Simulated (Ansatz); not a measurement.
Gas-phase reaction in SMILES: N[Si](N)(O)O + H+ -> N[Si]([NH3+])(O)O
Each molecule is optimised on its own at B3LYP-D3(BJ)/def2-TZVP (Ansatz, an electronic-structure program), one conformer each, not searched for the lowest. Frequencies are from Ansatz.

Quantity: proton affinity (enthalpy at 298 K, with B3LYP-D3(BJ) rigid-rotor harmonic-oscillator terms), positive where the reaction releases energy, in kcal/mol. Valence correlation only, unless marked. Spin-orbit coupling is left out. No relativistic terms. Basis-set limits of correlation are two-point, X^-3; Hartree-Fock from the larger set. The bracket is a focal-point correction in the basis named.

```tsv
level	program	proton affinity (kcal/mol)	minus last row
HF/6-31G	Ansatz	223.5	4.0
HF/cc-pwCVTZ	Ansatz	225.7	6.2
PBE-D3(BJ)/def2-TZVPD	Ansatz + dftd3	219.4	-0.1
revPBE-D4/def2-TZVPD	Ansatz + dftd4	220.6	1.1
revPBE/def2-TZVPD	Ansatz	221.0	1.5
r2SCAN/def2-TZVPD	Ansatz	220.3	0.8
B3LYP-D3(BJ)/def2-TZVPD	Ansatz + dftd3	220.4	0.9
PBE0/6-31G*	Ansatz	225.9	6.4
PBE0/def2-TZVP	Ansatz	221.9	2.4
PBE0/def2-TZVPD	Ansatz	220.6	1.1
HSE06-D3(BJ)/def2-TZVPD	Ansatz + dftd3	221.0	1.5
HSE06-D4/def2-TZVPD	Ansatz + dftd4	220.5	1.0
CAM-B3LYP/def2-TZVPD	Ansatz	217.9	-1.6
B2PLYP-D4/def2-TZVPD	Ansatz + dftd4	218.5	-1.0
RPA@PBE/cc-pV(T+d)Z	Ansatz	226.8	7.3
RI-MP2/cc-pV(T+d)Z	Ansatz	222.0	2.5
RI-MP2/cc-pV(Q+d)Z	Ansatz	219.2	-0.3
CCSD/cc-pV(D+d)Z	Ansatz	229.2	9.7
CCSD/cc-pV(T+d)Z	Ansatz	224.1	4.6
RI-MP2/CBS(cc-pV(T+d)Z,cc-pV(Q+d)Z)+[CCSD(T)-MP2]/cc-pV(D+d)Z	Ansatz	219.6	0.1
RI-MP2/CBS(cc-pV(T+d)Z,cc-pV(Q+d)Z)+[CCSD(T)-MP2]/cc-pV(T+d)Z	Ansatz	219.5	0.0
```
